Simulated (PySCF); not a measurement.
## BiN: energy against distance

Set-up: Bi def2-SVP with ECP60, N def2-SVP; scalar-relativistic core potentials (PySCF 2.14). Energies in eV from Bi + N in their ground configurations at the same level. State: Ms = 0 determinant of mixed spin (⟨S²⟩ near 0.7), paired orbitals spin-polarised.

All columns are PBE0. A positive dipole means Bi(−)N(+).

```tsv
R (Å)	E (eV)	μ (D)	Mulliken charge on Bi (basis-dependent)	HOMO (eV)	LUMO (eV)	Mayer bond order	⟨S²⟩
1.702	-1.042	-3.53	0.45	-7.29	-1.90	2.92	0.00
1.781	-1.758	-3.70	0.44	-7.41	-2.12	2.90	0.00
1.860	-2.079	-3.71	0.42	-7.27	-2.43	2.73	0.17
1.920	-2.177	-3.56	0.39	-7.06	-2.55	2.43	0.46
1.979	-2.199	-3.42	0.37	-6.93	-2.62	2.18	0.72
2.038	-2.165	-3.29	0.35	-6.83	-2.67	1.96	0.94
2.118	-2.061	-3.14	0.33	-6.74	-2.72	1.72	1.19
2.216	-1.872	-2.98	0.30	-6.66	-2.76	1.49	1.44
2.335	-1.604	-2.81	0.27	-6.59	-2.78	1.27	1.67
2.494	-1.242	-2.55	0.22	-6.54	-2.77	1.02	1.95
```

A fit through these points gives, at Re = 1.970 Å, μ = -3.44 D and dμ/dR = 2.30 D/Å; the reduced mass is 13.12 u.

Task: How strong is the fundamental in the double-harmonic approximation, I = 42.26·(dμ/dR)²/μred km/mol?

Result: I = 42.26·(2.30)²/13.12 = 17.0 km/mol at PBE0.

⟨S²⟩ of the unrestricted solution departs from its pure value on part of the curve, where spin states mix. Spin–orbit coupling is left out, which matters for elements this heavy, above all for dissociation energies.
